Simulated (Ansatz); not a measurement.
An input meant for Li8Cl8 (started as a model of: 1x4x4 LiCl rock-salt block) (charge 0, singlet).

```yaml
crystal:
  periodic: [false, false, false]
  atoms:
    - {symbol: Li, position_ang: [-0.006123, -3.060921, -3.059524]}
    - {symbol: Cl, position_ang: [-0.665504, -3.362318, -0.990052]}
    - {symbol: Li, position_ang: [0.239337, -3.161848, 1.117323]}
    - {symbol: Cl, position_ang: [-0.219669, -3.257571, 3.257406]}
    - {symbol: Cl, position_ang: [0.653801, -0.991890, -3.362970]}
    - {symbol: Li, position_ang: [-0.004962, -1.062512, -1.062868]}
    - {symbol: Cl, position_ang: [1.213883, -0.944239, 0.941038]}
    - {symbol: Li, position_ang: [0.244380, -1.118586, 3.160962]}
    - {symbol: Li, position_ang: [-0.241578, 1.119167, -3.161135]}
    - {symbol: Cl, position_ang: [-1.216130, 0.946358, -0.943482]}
    - {symbol: Li, position_ang: [0.000273, 1.062802, 1.062451]}
    - {symbol: Cl, position_ang: [-0.655260, 0.990772, 3.363761]}
    - {symbol: Cl, position_ang: [0.226477, 3.257357, -3.257045]}
    - {symbol: Li, position_ang: [-0.237992, 3.162182, -1.118027]}
    - {symbol: Cl, position_ang: [0.662640, 3.361913, 0.990913]}
    - {symbol: Li, position_ang: [0.006447, 3.059325, 3.061259]}
basis:
  gaussian: {orbitals: pcseg-2}
hamiltonian: {xc: {name: BHLYP}, dispersion: d3bj, pseudopotentials: {relativity: scalar}}
outputs: {forces: true}
output: {forces: true}
```

```sh
$ ansatz run in.yaml --threads 4 --pin off --events-out ev --progress --plain --max-ram 6963MiB
```

Shortened log:

```
Error: YAML parse error: error: line 23 column 1: unknown field `outputs`, expected one of crystal, accuracy, basis, kpoints, hamiltonian, magnetization, projection, total_charge, correlation, batch, efield, external_charges, scf, relax, neb, saddle, md, ramp, phonons, dielectric, real_time, elastic, magnetic_configurations, gw, evaluate, workflow, output, checkpoint, execution
21 |   gaussian: {orbitals: pcseg-2}
22 | hamiltonian: {xc: {name: BHLYP}, dispersion: d3bj, pseudopotentia…
23 | outputs: {forces: true}
24 | output: {forces: true}
```

**Question.** What is wrong with this run?

**Answer.** The input holds a key that doesn't belong there. The input was rejected before any iteration.
